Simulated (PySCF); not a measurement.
Gas-phase reaction: GeH2Cl2 + 2 GeCl3 → 2 GeCl4 + GeH2

Computed with PySCF (xtb for GFN2) and rigid-rotor harmonic-oscillator thermochemistry at 1 bar. † marks an energy on the PBE0/def2-TZVP geometry and frequencies; other levels use their own. Open shells (unrestricted): GeCl3 (multiplicity 2); the rest are closed-shell singlets. GFN2 has no spin-polarisation term. Ge: all electrons, no relativistic terms. GeCl3, GeH2: computed as isolated molecules; such fragments, hydroxides, amides, oligomers or adducts are transient or little studied in the gas. The harmonic model lacks anharmonicity and excited electronic states, which grow with temperature; levels with a mode under 35 cm⁻¹ are left out.

```
level               ΔE electronic, kJ  ΔH°(298 K), kJ  ΔS°(298 K), J/K  ΔG°(1400 K), kJ
------------------  -----------------  --------------  ---------------  ---------------
GFN2-xTB                           15               9              -52               76
PBE/def2-TZVP†                     -2              -9              -55               62
PBE0/def2-QZVP†                   -13             -20              -55               51
ωB97M-V/def2-TZVP†                -47             -53              -55               17
ωB97X-V/def2-TZVP†                -49             -56              -55               15
```
ΔH° is lowest at ωB97X-V/def2-TZVP† and highest at GFN2-xTB. No reference value is set beside these.
